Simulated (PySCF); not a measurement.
A species of formula C2H7O2PSi has this rotational fingerprint, computed with PBE0-D3(BJ)/def2-SVP geometry optimisation, gas phase (PySCF 2.14.0):

- Rotational constants: A = 4675, B = 1567, C = 1422 MHz
- Dipole components: |μa| = 0.87 D, |μb| = 0.10 D, |μc| = 0.08 D
- Inertial defect: -75.31 u·Å²
- κ: -0.91

Problem. Which candidate fits, each taken in the one conformer that was computed?
A. `[PH2:1][SiH:2]1[O:3][CH2:4][CH2:5][O:6]1` with H–P1–Si2–O3 177° and -89°, P1–Si2–O3–C4 -98°, Si2–O3–C4–C5 -30°, O3–C4–C5–O6 35°, C4–C5–O6–Si2 -24°
B. `[CH3:1][C:2](=[O:3])[O:4][SiH2:5][PH2:6]` with C1–C2–O4–Si5 180°, C2–O4–Si5–P6 -177°, O4–Si5–P6–H -81° and -174°

Solution. A. It is P[SiH]1OCCO1, a near-prolate asymmetric top, point group C1. The candidates at the same level (rigid rotor, commonest isotopes):

```csv
SMILES,A (MHz),B (MHz),C (MHz),μa (D),μb (D),μc (D),Δ (u·Å²),point group,rotor
CC(=O)O[SiH2]P,6117,1055,921.5,0.25,1.12,0.69,-13.20,–,near-prolate asymmetric top
P[SiH]1OCCO1,4675,1567,1422,0.87,0.10,0.08,-75.31,C1,near-prolate asymmetric top
```

`CC(=O)O[SiH2]P` has C 35 % too low. No structure here is proved a minimum.
